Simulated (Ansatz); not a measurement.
Ideal-gas functions of ClH$_{3}$NOSi (`N[Si](O)Cl`) radical at 600 K and 1 bar, from an Ansatz frequency run at PBE0-D4/def2-TZVP.

Molar mass 96.57 g/mol, point group C1 (symmetry number 1), electronic degeneracy 2, moments of inertia 71.639, 150.284, 207.225 u Å². Harmonic wavenumbers (cm⁻¹, unscaled): 149, 207, 291, 298, 345, 360, 508, 783, 827, 871, 936, 1566, 3605, 3709, 3914.

Use S(trans) = R[1.5 ln M + 2.5 ln T − 1.1517]; rotational temperatures θ = 24.2544 K / I; S(rot) = R[ln(√π/σ · √(T³/θAθBθC)) + 1.5]; for each mode x = 1.438777 ν̃/T, S = R[x/(eˣ − 1) − ln(1 − e⁻ˣ)] and H = RT x/(eˣ − 1); 1 cm⁻¹ = 0.0119627 kJ/mol; R = 8.31446 J/(mol·K).

**Question.** By hand: the entropy, in J/(mol·K).

**Answer.** Translation 180.4. Rotation: θ = 0.3386, 0.1614, 0.117 K, giving 118.0. Vibration, mode by mode: 16.92, 14.22, 11.47, 11.28, 10.12, 9.79, 7.17, 4.20, 3.86, 3.55, 3.14, 0.94, 0.01, 0.01, 0.01, in all 96.7. Electronic 5.8. Sum 400.9 J/(mol·K).

**Question.** By hand: H − E and G − E in kJ/mol, counted from the electronic energy.

**Answer.** Zero-point energy ½ × 18369 × 0.0119627 = 109.9; thermal vibration 30.3; translation, rotation and pV give 4 RT = 20.0. H − E = 160.2 kJ/mol, and G − E = 160.2 − 600 × 400.9/1000 = -80.3 kJ/mol.

Vibration gives 24 % of the entropy, 16.9 J/(mol·K) of it from the mode under 150 cm⁻¹: soft modes count most, and the harmonic formula is weakest for them. The sum counts one conformer and one mirror image; others add a mixing term.
